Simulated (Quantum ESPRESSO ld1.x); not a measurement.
Results of a calculation; reference values are marked as such.
Species: Hf II. Configuration: [Xe] 4f14 5d1 6s2 (the NIST ground configuration).

Level of theory: scalar-relativistic Kohn-Sham, LDA (Slater exchange, Hedin-Lundqvist correlation), spin-unpolarised, spherical densities, point nucleus (ld1.x of Quantum ESPRESSO 7.5).

Energy parts (eV):
part                      energy
total                  -410037.7
kinetic                 449223.7
electron-nucleus      -1011188.5
Hartree                 160034.1
exchange-correlation     -8106.9

Orbitals (lengths in bohr, moments of r in powers of bohr):
orbital,occ.,eigenvalue (eV),<r>,<1/r>,<r^2>
1s,2,-65241.2,0.01900,83.77,0.0004955
2s,2,-11166.4,0.08042,19.56,0.007648
2p,6,-9809.55,0.07175,17.85,0.006288
3s,2,-2550.95,0.2088,7.233,0.04985
3p,6,-2145.68,0.2087,6.708,0.05047
3d,10,-1665.21,0.1890,6.348,0.04190
4s,2,-520.769,0.4685,3.068,0.2479
4p,6,-387.759,0.4980,2.793,0.2823
4d,10,-215.884,0.5355,2.476,0.3328
4f,14,-26.4598,0.6757,1.919,0.5906
5s,2,-76.6206,1.132,1.177,1.442
5p,6,-45.0099,1.334,0.9814,2.023
5d,1,-11.0326,2.163,0.6017,5.576
6s,2,-12.1787,3.092,0.4082,10.75

The highest occupied level is 5d at -11.033 eV. The density falls to 0.001 e/bohr^3 at r = 4.57 bohr.
